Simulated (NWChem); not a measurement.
**Basis-set convergence for Cl2Si**

```xyz
3

Si     0.0000     0.0000    -0.9417
Cl    -1.6401     0.0000     0.3877
Cl     1.6401     0.0000     0.3877
```
Charge 0, spin multiplicity 1.

Program: NWChem. The geometry was optimised at PBE/def2-SVP, a minimum by its harmonic frequencies.

Quantity: vertical ionisation energy at the level ΔMP2 (Δ: difference of total energies, the cation a doublet at the parent's geometry with its hole in an orbital of symmetry a1 (C2v labels); it is the state that the SCF runs reached, from PBE0 orbitals for Hartree-Fock references, and need not be the lowest).

The correlated methods keep 15 core orbitals frozen. The Pople sets run with spherical d functions. The structure started from a generated list of species. No SCF solution was tested for a lower state. Open-shell Hartree-Fock references start from PBE0 orbitals; any time given for them includes that run.

Costs are rough ratios of processor time within this set of runs, SCF included, with 3-21G as 1.

```tsv
basis	functions	vertical ionisation energy (eV)	relative cost
3-21G	39	9.94	1
cc-pVDZ	54	(withheld)	7
6-31G*	54	(withheld)	under 3
pcseg-1	54	9.99	under 3
6-31+G*	66	9.94	under 3
aug-pcseg-1	81	(withheld)	3
cc-pVTZ	102	10.06	20
def2-TZVP	111	10.04	6
def2-TZVPP	126	10.05	6
cc-pVQZ	177	10.15	70
```

**Question.** Fill in the missing entries.

**Answer.** 
- cc-pVDZ, vertical ionisation energy (eV): 9.87
- 6-31G*, vertical ionisation energy (eV): 9.91
- aug-pcseg-1, vertical ionisation energy (eV): 9.97
